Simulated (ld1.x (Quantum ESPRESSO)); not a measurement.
Ti: one change to a TM potential, before and after

titanium, norm-conserving Troullier–Martins (Kleinman–Bylander form), made with ld1.x (Quantum ESPRESSO) 7.5 (PBE, fully relativistic). Core [Ar], reference 3d2 4s2 4p0. Waves: 4s (bound): rc 3.20 bohr; 4p (bound, empty): rc 3.15 bohr; 3d (bound): rc 1.80 bohr. Local part: the d channel. Core correction: none.

Open shells are filled in proportion to 2j + 1 (rel_dist='average').

Change: functional LDA (PZ).

Cutoffs: the cutoffs (Ry, on a coarse ladder) from which the occupation-weighted sum of valence levels, in a spherical-Bessel basis at the reference potential, stays within 10 and 1 mRy of its value at 400 Ry; they do not see the model core or the augmentation charge, which bear on the density cutoff. Errors are all-electron minus pseudo energies relative to the spin-unpolarised reference configuration.

Predict the effect on cutoff, ghosts and configuration errors.

The potential gets neither clearly harder nor softer (60 Ry and 70 Ry → 60 Ry and 70 Ry); both files keep a bound ghost (p, s); of the 7 tests that both files solve, the error grows in 2 and shrinks in 4 by more than 15 % and 0.3 meV (median size 11.1 → 11.8 meV).

| quantity | base | changed |
| --- | --- | --- |
| cutoff, loose | 60 Ry | 60 Ry |
| cutoff, tight | 70 Ry | 70 Ry |
| bound ghosts | s, p3/2, p1/2 | s, p3/2, p1/2 |
| error for 3d2 4s1 4p0, meV [ΔE 7.35 → 7.54 eV] | +11 | +13 |
| error for 3d2 4s0 4p0, meV [ΔE 20.92 → 21.34 eV] | +207 | +100 |
| error for 3d1 4s0 4p0, meV [ΔE 47.87 → 48.52 eV] | +389 | +278 |
| error for 3d2 4s1.5 4p0, meV [ΔE 2.94 → 3.02 eV] | +1.1 | +2.4 |
| error for 3d2 4s1 4p1, meV [ΔE 3.08 → 3.14 eV] | +4.9 | +3.1 |
| error for 3d2 4s0 4p2, meV [ΔE 6.29 → 6.43 eV] | +25 | +11 |
| error for 3d2.5 4s1.5 4p0, meV [ΔE 0.35 → 0.32 eV] | -11 | -12 |
| s: phases at 3.50 bohr within 0.05 rad from the reference energy up to (Ry; the scan ends near 5) | 1.0 | 1.0 |
| p1/2: phases at 3.50 bohr within 0.05 rad from the reference energy up to (Ry; the scan ends near 5) | 1.9 | 1.8 |
| p3/2: phases at 3.50 bohr within 0.05 rad from the reference energy up to (Ry; the scan ends near 5) | 1.8 | 1.8 |
| d3/2: phases at 3.50 bohr within 0.05 rad from the reference energy up to (Ry; the scan ends near 5) | 0.6 | 0.6 |
| d5/2: phases at 3.50 bohr within 0.05 rad from the reference energy up to (Ry; the scan ends near 5) | 0.7 | 0.7 |

Changed file: These tests converged, but a pseudo level misses the all-electron one widely, so the file describes the atom poorly there or has found another state: 3d1 4s0 4p0: empty 4s by 3.8 eV (a node warning on the way). A true bound ghost makes a file unfit for plane-wave use even where its test errors are small: the radial tests pick states by their node count and pass the ghost by.
